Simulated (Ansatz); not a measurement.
Isolated molecules relaxed with PBE0-D4/def2-TZVP in Ansatz; ΔE leaves out vibrations. CCSD(T)/CBS adds triple-zeta CCSD(T) − MP2 to the extrapolated MP2 energy (def2 sets, frozen cores). This one scheme is used for every species. DFT in def2-TZVPP. HSE06 is defined as in plane-wave codes. def2 core potentials past Kr. For I outer-core shells are correlated without core-valence functions, which leaves a few kJ/mol of doubt a bond. One conformer a species, not always the lowest.

Reaction (substitution at a C–B bond): `OB(F)CF` + HI → `FCI` + `OBF`

```tsv
level	ΔE (kcal/mol)	difference from CCSD(T)/CBS
PBE-D4	10.9	-0.7
r2SCANh-D4	12.8	1.2
r2SCAN0-D4	13.3	1.7
CAM-B3LYP-D4	13.6	2.0
ωB97X-V	13.0	1.4
PBE-QIDH	12.8	1.2
HSE06	12.4	0.8
BHLYP	13.4	1.8
RPA@PBE/def2-TZVPP	12.0	0.4
HF/def2-SVP	17.7	6.1
CCSD/def2-SVP	16.9	5.3
CCSD(T)/def2-SVP	16.3	4.7
SCS-MP2/def2-TZVPP	11.2	-0.4
CCSD(T)/def2-TZVPP	12.6	1.0
SCS-MP2/def2-QZVPP	10.7	-0.9
CCSD/CBS(def2)	12.4	0.8
CCSD(T)/CBS	11.6	0
```

Largest T1 diagnostic among the species: 0.013.

From PBE to PBE0 (25 % exact exchange), in def2-TZVPP and without D4, ΔE moves by +1.6 kcal/mol. Leaving LDA and LC-ωPBE aside and taking each functional with its dispersion term where it has one, the values, not all of them listed here, spread over 4.1 kcal/mol, from BLYP-D4 to B97M-V. LDA lies +3.0 kcal/mol from PBE without D4.
